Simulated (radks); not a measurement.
Initial-state core-level shifts of the iron ion Fe2+ when its valence configuration changes from [Ar] 3d6. Method: non-relativistic Kohn-Sham, r2SCAN, spin-polarised, spherical densities, point nucleus; open shells are filled with parallel spins first; meta-GGA in the generalised Kohn-Sham scheme; computed with a radial shooting solver on a logarithmic mesh with Libxc functionals. Shifts are changes of the shell-averaged eigenvalues in eV (positive: less bound); the change of the density at the nucleus, which sets a Mossbauer isomer shift, is in e/bohr^3, on a base of 1.191e+04.

[
 {"valence": "3d5 4s1", "1s": "-7.281", "2s": "-8.190", "3s": "-6.832", "3p": "-6.594", "density at nucleus": "+10.132"},
 {"valence": "3d5.5 4s0.5", "1s": "-3.539", "2s": "-3.972", "3s": "-3.365", "3p": "-3.250", "density at nucleus": "+4.774"},
 {"valence": "3d4.5 4s0.5 4p1", "1s": "-13.035", "2s": "-14.446", "3s": "-12.170", "3p": "-11.798", "density at nucleus": "+7.449"},
 {"valence": "3d4.5 4s1.5", "1s": "-11.989", "2s": "-13.408", "3s": "-11.132", "3p": "-10.779", "density at nucleus": "+15.338"},
 {"valence": "3d5.5 4p0.5", "1s": "-4.188", "2s": "-4.582", "3s": "-4.019", "3p": "-3.902", "density at nucleus": "+0.860"},
 {"valence": "3d4 4s2", "1s": "-16.849", "2s": "-18.838", "3s": "-15.465", "3p": "-14.986", "density at nucleus": "+21.505"},
 {"valence": "3d5 4p1", "1s": "-8.568", "2s": "-9.410", "3s": "-8.117", "3p": "-7.873", "density at nucleus": "+1.866"},
 {"valence": "3d3.5 4s1.5 4p1", "1s": "-22.962", "2s": "-25.582", "3s": "-20.879", "3p": "-20.256", "density at nucleus": "+19.992"},
 {"valence": "3d4 4p2", "1s": "-18.963", "2s": "-20.934", "3s": "-17.543", "3p": "-17.031", "density at nucleus": "+4.679"}
]
